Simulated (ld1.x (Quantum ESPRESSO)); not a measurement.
## Cl (Z = 17): variants of one TM potential

Base potential:

ld1.x (Quantum ESPRESSO) 7.5 input, shortened:

```
&input
   title='Cl', zed=17., rel=1, dft='PBE', iswitch=3,
   config='[Ne] 3s1.5 3p5.5'
 /
 &inputp
   pseudotype=2, tm=.true., lloc=1,
   nlcc=.false.
 /
2
3S  1  0   1.50   0.00  1.10  1.10  0.0
3P  2  1   5.50   0.00  1.10  1.10  0.0
 &test
   configts(1)='3s1.5 3p5.5'
 /
```

Cutoffs, loose and tight: the cutoffs (Ry, on a coarse ladder) from which the occupation-weighted sum of valence levels, in a spherical-Bessel basis at the reference potential, stays within 10 and 1 mRy of its value at 400 Ry. They do not see the model core or the augmentation charge, which bear on the density cutoff. Test errors are all-electron minus pseudo excitation energies from the reference, over the configurations 3s2 3p5; 3s2 3p4; 3s2 3p3; 3s2 3p4.5; 3s2 3p1; 3s1 3p5; 3s1 3p6. A dash means not determined; rows that change the core or the reference have their own tests.

A true bound ghost makes a file unfit for plane-wave use even where its test errors are small: the radial tests pick states by their node count and pass the ghost by.

```csv
change,outcome,"cutoff, loose","cutoff, tight",bound ghosts,largest test error (meV)
base,generated,90 Ry,180 Ry,none,+181
"type ultrasoft; waves now 3s (bound): rcut 0.95, rcutus 1.10 bohr; 3s channel at 1.35 Ry: rcut 0.95, rcutus 1.10 bohr; 3p (bound): rcut 0.95, rcutus 1.10 bohr; 3p channel at 0.75 Ry: rcut 0.95, rcutus 1.10 bohr; local potential all-electron potential smoothed inside 0.95 bohr (lloc = -1); augmentation PSQ, inside the norm-conserving radii",generated,40 Ry,70 Ry,s,+9.3
functional LDA (PZ),generated,90 Ry,180 Ry,none,+306
core correction a·sin(br)/r model core inside 0.78 bohr,generated,90 Ry,180 Ry,none,+193
local potential the s channel,generated,90 Ry,180 Ry,none,+175
"all radii scaled by about 0.76 (s 0.84, p 0.84 bohr)",generated,over 300 Ry,over 300 Ry,s,+1238
wave 3s (bound): rc 1.10 bohr becomes 3s (bound): rc 1.06 bohr,generated,90 Ry,180 Ry,none,+193
reference 3s2 3p3,generated,90 Ry,160 Ry,none,+86
```
